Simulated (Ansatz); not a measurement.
# Nudged elastic band run: ClF₅H₂Mo

The input (input.yaml):

```yaml
crystal:
  periodic: [false, false, false]
  atoms:
    - { symbol: Mo, position_ang: [0.136926, -0.295018, -0.262916] }
    - { symbol: F, position_ang: [-0.053743, -0.194038, 1.58282] }
    - { symbol: F, position_ang: [1.979004, -0.12814, -0.03816] }
    - { symbol: F, position_ang: [0.027249, 1.553284, -0.38622] }
    - { symbol: Cl, position_ang: [-2.139827, -0.497284, -0.533479] }
    - { symbol: F, position_ang: [0.327455, -2.137643, -0.138311] }
    - { symbol: F, position_ang: [0.408506, -0.399696, -2.096459] }
    - { symbol: H, position_ang: [-2.008346, 2.385588, 2.025427] }
    - { symbol: H, position_ang: [-1.626424, 1.829846, 2.391397] }
basis:
  gaussian: { orbitals: def2-SVP }
hamiltonian:
  xc: blyp
  dispersion: d4
neb:
  order_check: false
  images: 9
  f_tol: 0.03
  max_iterations: 60
  spring: 50.0
  final_atoms:
    - { symbol: Mo, position_ang: [-0.30001396, -0.01527451, -0.1771012] }
    - { symbol: F, position_ang: [-0.0316494, 0.59528909, 2.23533447] }
    - { symbol: F, position_ang: [1.53532712, -0.10619018, 0.2343875] }
    - { symbol: F, position_ang: [-0.15588559, 1.85632031, 0.03144225] }
    - { symbol: Cl, position_ang: [-2.25340209, -0.78272131, -1.26396357] }
    - { symbol: F, position_ang: [-0.38621306, -1.62202836, 0.73226809] }
    - { symbol: F, position_ang: [0.18547211, 0.26333044, -1.94987045] }
    - { symbol: H, position_ang: [-1.69725468, 0.41948977, 0.64293689] }
    - { symbol: H, position_ang: [0.15441955, 1.50868374, 2.05866502] }
  initial_path:
    images:
      - { positions_ang: [[0.136926, -0.295018, -0.262916], [-0.053743, -0.194038, 1.58282], [1.979004, -0.12814, -0.03816], [0.027249, 1.553284, -0.38622], [-2.139827, -0.497284, -0.533479], [0.327455, -2.137643, -0.138311], [0.408506, -0.399696, -2.096459], [-2.008346, 2.385588, 2.025427], [-1.626424, 1.829846, 2.391397]] }
      - { positions_ang: [[0.11098058, -0.23657271, -0.20813545], [-0.04971553, -0.14751692, 1.69229409], [1.9385667, -0.10018515, -0.02157227], [0.02048675, 1.59598976, -0.31373886], [-2.17232227, -0.40215089, -0.4334061], [0.26615601, -2.06459358, -0.10149124], [0.33505817, -0.32722128, -2.02883689], [-1.8860217, 2.15103015, 1.73477374], [-1.51238871, 1.64811962, 2.22421197]] }
      - { positions_ang: [[0.08503516, -0.17812742, -0.1533549], [-0.04568807, -0.10099584, 1.80176819], [1.8981294, -0.0722303, -0.00498455], [0.0137245, 1.63869551, -0.24125772], [-2.20481754, -0.30701778, -0.33333321], [0.20485702, -1.99154416, -0.06467148], [0.26161035, -0.25474655, -1.96121477], [-1.76369741, 1.91647229, 1.44412049], [-1.39835341, 1.46639325, 2.05702695]] }
      - { positions_ang: [[0.05908974, -0.11968213, -0.09857435], [-0.0416606, -0.05447476, 1.91124228], [1.8576921, -0.04427545, 0.01160318], [0.00696226, 1.68140127, -0.16877657], [-2.23731281, -0.21188467, -0.23326031], [0.14355802, -1.91849474, -0.02785172], [0.18816252, -0.18227183, -1.89359266], [-1.64137311, 1.68191444, 1.15346723], [-1.28431812, 1.28466687, 1.88984192]] }
      - { positions_ang: [[0.03314432, -0.06123684, -0.0437938], [-0.03763314, -0.00795368, 2.02071638], [1.8172548, -0.0163206, 0.02819091], [0.00020001, 1.72410703, -0.09629543], [-2.26980808, -0.11675156, -0.13318742], [0.08225903, -1.84544532, 0.00896803], [0.11471469, -0.1097971, -1.82597055], [-1.51904881, 1.44735659, 0.86281398], [-1.17028282, 1.1029405, 1.7226569]] }
      - { positions_ang: [[0.0071989, -0.00279156, 0.01098675], [-0.03360567, 0.0385674, 2.13019047], [1.7768175, 0.01163425, 0.04477864], [-0.00656224, 1.76681278, -0.02381429], [-2.30230335, -0.02161845, -0.03311452], [0.02096004, -1.7723959, 0.04578779], [0.04126686, -0.03732238, -1.75834843], [-1.39672451, 1.21279873, 0.57216072], [-1.05624753, 0.92121412, 1.55547187]] }
      - { positions_ang: [[-0.05424367, -0.00528815, -0.02663084], [-0.03321442, 0.14991174, 2.15121927], [1.72851943, -0.01193064, 0.08270041], [-0.03642691, 1.78471429, -0.01276298], [-2.2925231, -0.17383902, -0.27928433], [-0.06047458, -1.74232239, 0.18308385], [0.07010791, 0.02280819, -1.79665284], [-1.45683055, 1.05413694, 0.58631596], [-0.81411411, 1.03870805, 1.6561105]] }
      - { positions_ang: [[-0.11568624, -0.00778474, -0.06424843], [-0.03282316, 0.26125607, 2.17224807], [1.68022135, -0.03549553, 0.12062218], [-0.06629158, 1.80261579, -0.00171167], [-2.28274284, -0.32605959, -0.52545414], [-0.1419092, -1.71224888, 0.32037991], [0.09894896, 0.08293875, -1.83495724], [-1.51693658, 0.89547515, 0.60047119], [-0.5719807, 1.15620197, 1.75674913]] }
      - { positions_ang: [[-0.17712882, -0.01028133, -0.10186602], [-0.03243191, 0.37260041, 2.19327687], [1.63192327, -0.05906041, 0.15854395], [-0.09615625, 1.8205173, 0.00933963], [-2.27296259, -0.47828017, -0.77162395], [-0.22334382, -1.68217537, 0.45767597], [0.12779001, 0.14306931, -1.87326164], [-1.57704262, 0.73681336, 0.61462642], [-0.32984728, 1.27369589, 1.85738776]] }
      - { positions_ang: [[-0.23857139, -0.01277792, -0.13948361], [-0.03204065, 0.48394475, 2.21430567], [1.5836252, -0.0826253, 0.19646572], [-0.12602092, 1.8384188, 0.02039094], [-2.26318234, -0.63050074, -1.01779376], [-0.30477844, -1.65210187, 0.59497203], [0.15663106, 0.20319988, -1.91156604], [-1.63714865, 0.57815157, 0.62878166], [-0.08771386, 1.39118982, 1.95802639]] }
      - { positions_ang: [[-0.30001396, -0.01527451, -0.1771012], [-0.0316494, 0.59528909, 2.23533447], [1.53532712, -0.10619018, 0.2343875], [-0.15588559, 1.85632031, 0.03144225], [-2.25340209, -0.78272131, -1.26396357], [-0.38621306, -1.62202836, 0.73226809], [0.18547211, 0.26333044, -1.94987045], [-1.69725468, 0.41948977, 0.64293689], [0.15441955, 1.50868374, 2.05866502]] }
```

Run as:

```bash
$ ansatz run input.yaml --threads 4 --pin off --max-ram 5120MiB --backend cpu --events-out ev --progress --plain --runs-dir out
```

Output, in part (warnings, iteration lines, the closing report on the highest movable image, with atoms numbered from 0):

```
NEB end point (image 0): max|allowed force component| = 2.914e-2 eV/Å (the criterion of neb.relax_end_points is 1.000e-2)
NEB end point (image 10): max|allowed force component| = 1.239e-2 eV/Å (the criterion of neb.relax_end_points is 1.000e-2)
NEB iter   1: max|band force component| = 5.845e0 eV/Å  barrier→ = 5.0279 eV  barrier← = 3.8717 eV  Δτ_max = 0.1970 Å  (600 SCF iters)
NEB iter   2: max|band force component| = 2.553e0 eV/Å  barrier→ = 2.8699 eV  barrier← = 1.7137 eV  Δτ_max = 0.1967 Å  (376 SCF iters)
NEB iter   3: max|band force component| = 5.053e0 eV/Å  barrier→ = 2.3304 eV  barrier← = 1.1742 eV  Δτ_max = 0.1001 Å  (362 SCF iters)
NEB iter   4: max|band force component| = 9.392e-1 eV/Å  barrier→ = 2.0929 eV  barrier← = 0.9367 eV  Δτ_max = 0.2000 Å  (320 SCF iters)
NEB iter   5: max|band force component| = 1.241e0 eV/Å  barrier→ = 1.9353 eV  barrier← = 0.7790 eV  Δτ_max = 0.1005 Å  (344 SCF iters)
NEB iter   6: max|band force component| = 5.519e-1 eV/Å  barrier→ = 1.8319 eV  barrier← = 0.6756 eV  Δτ_max = 0.1988 Å  (334 SCF iters)
NEB iter   7: max|band force component| = 1.019e0 eV/Å  barrier→ = 1.7202 eV  barrier← = 0.5640 eV  Δτ_max = 0.0994 Å  (349 SCF iters)
NEB iter   8: max|band force component| = 1.084e0 eV/Å  barrier→ = 1.7374 eV  barrier← = 0.5812 eV  Δτ_max = 0.0503 Å  (333 SCF iters)
NEB iter   9: max|band force component| = 6.154e-1 eV/Å  barrier→ = 1.7282 eV  barrier← = 0.5719 eV  Δτ_max = 0.0508 Å  (324 SCF iters)
NEB iter  10: max|band force component| = 4.684e-1 eV/Å  barrier→ = 1.7116 eV  barrier← = 0.5553 eV  CI = image 6  Δτ_max = 0.0504 Å  (319 SCF iters)
NEB iter  11: max|band force component| = 4.397e-1 eV/Å  barrier→ = 1.6848 eV  barrier← = 0.5286 eV  CI = image 6  Δτ_max = 0.1011 Å  (302 SCF iters)
NEB iter  12: max|band force component| = 3.089e-1 eV/Å  barrier→ = 1.6475 eV  barrier← = 0.4913 eV  CI = image 6  Δτ_max = 0.1967 Å  (338 SCF iters)
NEB iter  13: max|band force component| = 1.824e-1 eV/Å  barrier→ = 1.6383 eV  barrier← = 0.4820 eV  CI = image 6  Δτ_max = 0.1851 Å  (340 SCF iters)
NEB iter  14: max|band force component| = 3.002e-1 eV/Å  barrier→ = 1.6369 eV  barrier← = 0.4807 eV  CI = image 6  Δτ_max = 0.0950 Å  (322 SCF iters)
NEB iter  15: max|band force component| = 2.266e-1 eV/Å  barrier→ = 1.6362 eV  barrier← = 0.4800 eV  CI = image 6  Δτ_max = 0.0509 Å  (324 SCF iters)
NEB iter  16: max|band force component| = 7.289e-2 eV/Å  barrier→ = 1.6362 eV  barrier← = 0.4800 eV  CI = image 6  Δτ_max = 0.0403 Å  (318 SCF iters)
NEB iter  17: max|band force component| = 2.886e-2 eV/Å  barrier→ = 1.6363 eV  barrier← = 0.4801 eV  CI = image 6  Δτ_max = 0.0000 Å  (660 SCF iters)
Total energy: -27983.86840343 eV, -1028.3881956788 hartree
Atom 0 at    -0.135564     0.149606    -0.044543 Å, force    -0.001595    -0.000691     0.005195 eV/Å
Atom 1 at     0.413261     0.531676     1.991630 Å, force    -0.024674    -0.000622    -0.011633 eV/Å
Atom 2 at     1.716765    -0.019796     0.003399 Å, force     0.004156     0.003026    -0.000665 eV/Å
Atom 3 at    -0.048768     1.992136    -0.148694 Å, force    -0.001016    -0.000012     0.002129 eV/Å
Atom 4 at    -2.346854     0.126329    -0.960245 Å, force     0.000189     0.001063     0.000602 eV/Å
Atom 5 at    -0.355018    -1.570876     0.592820 Å, force    -0.002031     0.001705    -0.000815 eV/Å
Atom 6 at     0.180232    -0.216331    -1.838207 Å, force     0.000452    -0.002792     0.003622 eV/Å
Atom 7 at    -1.537282     0.526214     1.162730 Å, force    -0.003802     0.000347    -0.005065 eV/Å
Atom 8 at    -0.835972     0.597941     1.785210 Å, force     0.028322    -0.002023     0.006629 eV/Å
Dipole moment:    -0.303769     0.060477     0.162331 e Å
```

The run converged. Another band between the same ends (9 images) ends at a top of the same energy, where a vibrational analysis finds 1 clearly imaginary mode. The orbitals stay closed-shell, which can raise the energy where a bond breaks towards radicals; this wasn't checked here.

Final band (atoms are numbered from 1 in the order of the input):

| image | path coordinate (Å) | energy (kJ/mol) | H8–H9 (Å) | Mo1–H8 (Å) | F2–H9 (Å) |
| --- | --- | --- | --- | --- | --- |
| 0 | 0.00 | 0.0 | 0.77 | 4.13 | 2.69 |
| 1 | 0.82 | 0.0 | 0.77 | 4.28 | 2.65 |
| 2 | 1.64 | 0.0 | 0.77 | 4.30 | 2.62 |
| 3 | 2.46 | 4.7 | 0.77 | 3.69 | 2.29 |
| 4 | 3.28 | 37.6 | 0.76 | 3.09 | 2.10 |
| 5 | 4.10 | 96.8 | 0.77 | 2.45 | 1.90 |
| 6 | 4.91 | 157.9 | 0.94 | 1.89 | 1.27 |
| 7 | 5.58 | 123.2 | 1.64 | 1.71 | 0.96 |
| 8 | 6.25 | 117.5 | 2.13 | 1.68 | 0.94 |
| 9 | 6.91 | 116.2 | 2.33 | 1.68 | 0.94 |
| 10 | 7.58 | 111.6 | 2.57 | 1.68 | 0.95 |

Run time: 120 s on 4 threads of AMD EPYC 9R45 96-Core Processor (Zen 5), with other jobs on the host, peak memory 0.22 GiB.
